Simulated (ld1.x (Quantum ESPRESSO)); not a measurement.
## Transferability test, TM potential for tungsten (W)

W, norm-conserving Troullier–Martins (Kleinman–Bylander form), made with ld1.x (Quantum ESPRESSO) 7.5 (PBE, scalar-relativistic). Core [Xe] 4f14, reference 5d4 6s2 6p0. Waves: 6s (bound): rc 2.65 bohr; 6p (bound, empty): rc 2.90 bohr; 5d (bound): rc 1.55 bohr. Local part: all-electron potential smoothed inside 1.40 bohr (lloc = -1). Core correction: Bessel-smoothed model core, default radius (core density twice the valence density).

Energies are relative to the spin-unpolarised reference configuration 5d4 6s2 6p0; without spin polarisation the order of configurations can differ from experiment.

```csv
valence configuration,charge,ΔE all-electron (eV),error AE − PS (meV)
5d4 6s1 6p0,+1,8.883,-11
5d4 6s0 6p0,+2,24.563,-52
5d4 6s0 6p2,0,9.259,-14
5d4 6s1.5 6p0,+0.5,3.633,-3.0
5d4 6s1 6p1,0,4.495,-3.8
5d4 6s0 6p1,+1,14.336,-16
```

Problem. What are ΔE and the potential's error for 5d3 6s0 6p0?

Solution. ΔE = 49.945 eV all-electron; the error (AE − PS) is -123 meV.

Levels in the configuration 5d4 6s1.5 6p0:

| level | all-electron (eV) | pseudo (eV) |
| --- | --- | --- |
| 5d | -7.976 | -7.961 |
| 6s | -8.856 | -8.863 |

Note: ghost states, extra bound levels that the all-electron valence spectrum of the same l lacks: s at -164.4 eV, p at -65.0 eV. A true bound ghost makes a file unfit for plane-wave use.
